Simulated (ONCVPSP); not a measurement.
Before and after: ONCV potential for Co (Z = 27)

```
Element                 : Co (Z = 27)
Generator               : ONCVPSP 4.0.1
Type                    : optimised norm-conserving Vanderbilt (ONCV)
Functional              : PBE
Relativity              : non-relativistic
Frozen core             : [Ne]
Valence charge          : 17
Reference configuration : 3s2 3p6 3d7 (charge +2)
Partial waves           : 3s: rc 1.00 bohr, ncon 4, nbas 7, qcut 12.7 1/bohr, 3 projectors, debl 3.2 Ha; 3p: rc 1.25 bohr, ncon 4, nbas 8, qcut 12.3 1/bohr, 2 projectors, debl 2.3 Ha; 3d: rc 1.10 bohr, ncon 4, nbas 9, qcut 12.2 1/bohr, 2 projectors, debl 2.5 Ha
Local potential         : polynomial inside 0.95 bohr (lpopt 5, dvloc0 0 Ha)
Core correction         : Teter function, fcfact 2.75, rcfact 1.15
```

In the s channel the program set the typed energies aside and used -4.367, 0.250, 3.450 Ha. In the p channel the program set the typed energies aside and used -3.089, 0.250 Ha.

Change: s: qcut 17.3; p: qcut 16.8; d: qcut 16.6.

Cutoffs: the cutoffs (Ha) at which the residual kinetic energy of the hardest occupied pseudo-wave falls to 1 and 0.1 mHa per electron; they do not see the model core or the augmentation charge, which bear on the density cutoff. Errors are all-electron minus pseudo energies relative to the spin-unpolarised reference configuration.

Q: Predict the effect on cutoff, ghosts and configuration errors.

A: The potential gets harder (66 Ha and 78 Ha → 91 Ha and 105 Ha); the number of tests with a reliable result goes from 4 to 1; neither file shows a bound ghost.

```csv
quantity,base,changed
"cutoff, loose",66 Ha,91 Ha
"cutoff, tight",78 Ha,105 Ha
loose cutoff by channel,"s 58 Ha, p 39 Ha, d 66 Ha","s 69 Ha, p 51 Ha, d 91 Ha"
bound ghosts,none,none
GHOST(+) flags under 300 eV,none,none
tests with a reliable result,4 of 4,1 of 4
"error for 3s2 3p6 3d6, meV [ΔE 36.10 eV]",+15,+8.2
s: phases at 1.01 bohr within 0.05 rad from the reference energy up to (Ha; the scan ends near 5),to the end of the scan,to the end of the scan
p: phases at 1.27 bohr within 0.05 rad from the reference energy up to (Ha; the scan ends near 5),to the end of the scan,to the end of the scan
d: phases at 1.12 bohr within 0.05 rad from the reference energy up to (Ha; the scan ends near 5),to the end of the scan,to the end of the scan
"rms error of d²Exc/dni dnj with the model core, mHa",1.93,1.98
```
